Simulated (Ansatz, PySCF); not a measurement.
Gas-phase reaction in SMILES: [SiH2]P -> [SiH2-]P (an electron is taken up)
Geometries: B3LYP-D3(BJ)/def2-TZVP minima from Ansatz (a first-principles code), one conformer each, not searched for the lowest.
Geometry of the first species:
SMILES: [SiH2]P
```xyz
6

Si    -1.1104    -0.0895     0.2616
P      1.0764     0.1108    -0.2618
H     -1.9087     0.1796    -0.9665
H     -1.4426     0.9493     1.2757
H      1.1743    -1.1014    -0.9903
H      1.5769    -0.4366     0.9464
```
Charge 0, spin multiplicity 2.

Property: adiabatic electron affinity (electronic energy difference), positive where the reaction releases energy, in eV. Cores are frozen in the correlated levels unless marked. Open shells are spin-unrestricted. No spin-orbit coupling. No relativistic terms. Anions need diffuse functions: aug- sets have them; def2-D sets add few; the other sets have none. CBS marks a two-point X^-3 extrapolation of the correlation energy; Hartree-Fock from the larger set. The bracket is a focal-point correction in the basis named.

| level | program | adiabatic electron affinity (eV) | minus last row |
|---|---|---|---|
| HF/aug-cc-pV(D+d)Z | Ansatz | 0.47 | -1.18 |
| HF/cc-pwCVTZ | Ansatz | 0.34 | -1.31 |
| HF/cc-pV(Q+d)Z | Ansatz | 0.39 | -1.26 |
| M06-L/def2-TZVPD | PySCF | 1.38 | -0.27 |
| PBE0/def2-SVP | Ansatz | 1.30 | -0.35 |
| PBE0-D3(BJ)/def2-TZVPD | Ansatz + dftd3 | 1.46 | -0.19 |
| TPSSh-D4/def2-TZVPD | PySCF + dftd4 | 1.50 | -0.15 |
| M06-2X/def2-TZVPD | PySCF | 1.50 | -0.15 |
| HSE06/def2-TZVPD | Ansatz | 1.46 | -0.19 |
| LC-wPBE-D3(BJ)/def2-TZVPD | Ansatz + dftd3 | 1.42 | -0.23 |
| wB97M-V/def2-TZVPD | Ansatz | 1.61 | -0.04 |
| MP2/def2-TZVPPD | Ansatz | 1.42 | -0.23 |
| SCS-MP2/cc-pwCVTZ | Ansatz | 1.33 | -0.32 |
| CCSD(T)/def2-SVPD | Ansatz | 1.37 | -0.28 |
| RI-MP2/CBS(aug-cc-pV(T+d)Z,aug-cc-pV(Q+d)Z)+[CCSD(T)-MP2]/aug-cc-pV(T+d)Z | Ansatz | 1.65 | 0.00 |
